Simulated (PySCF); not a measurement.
## CH7ClGeSi: core ionisation energies

Species: CH7ClGeSi.
Cartesian coordinates in Å at the PBE0-D3(BJ)/def2-SVP level; atoms count from 1:
```xyz
11
CH7ClGeSi angstrom
Si    -1.6069    1.2669   -0.3365
C      0.0617    2.1379   -0.1455
Cl     0.2482    3.3049   -1.5112
Ge     1.6276    0.9397   -0.1396
H     -2.7070    2.2738   -0.3722
H     -1.6049    0.4725   -1.5991
H     -1.8067    0.3478    0.8274
H      0.0715    2.7289    0.7838
H      1.6476    0.1545   -1.4596
H      2.8997    1.7902   -0.0045
H      1.5103   -0.0326    1.0509
```

Level of theory: PySCF 2.14.0, delta-SCF UKS SCAN, pcX-2 on the ionised atom, pcseg-1 elsewhere, spin-free X2C. Binding energies are ΔSCF values: E(core-ionised, relaxed orbitals) − E(ground state) at a fixed geometry, referred to the vacuum level.

**Question.** What binding energy does each computed site have?

**Answer.** 
```
atom(s)      environment     level  binding energy (eV)  2p1/2 (eV)  count
    Cl3   alkyl chlorine     Cl 1s              2828.47           –      1
    Si1     SiH3 silicon     Si 1s              1846.73           –      1
     C2  sp3 C–Cl carbon      C 1s               291.49           –      1
    Cl3   alkyl chlorine  Cl 2p3/2               205.86      207.51      1
    Si1     SiH3 silicon  Si 2p3/2               106.98      107.60      1
```

**Question.** Express the binding energy of Si 2p3/2 of Si1 in atomic units and per mole.

**Answer.** 106.98 eV = 3.9314 Eh = 10322 kJ/mol.

**Question.** What is the longest wavelength that can ionise Si 2p3/2 of Si1 vertically?

**Answer.** λ = hc/E = 12398.42 eV Å / 106.98 eV = 115.895 Å.

Spin–orbit coupling isn't in the SCF: each 2p doublet comes from a relaxed spin-free hole plus a matrix of the shell (mean-field spin–orbit coupling and the ground-state 2p splitting), with 2p3/2 averaged over its two sublevels. 2p1/2 minus 2p3/2 (ligand field included): Si 0.62 eV, Cl 1.65 eV. No level of germanium is listed. Isolated species at its PBE0-D3(BJ)/def2-SVP geometry, gas phase.

Hardware: an AMD EPYC with one thread, shared host with 64 logical CPUs at a one-minute load of 59. Cost: 46 s, 0.53 GiB resident at most.
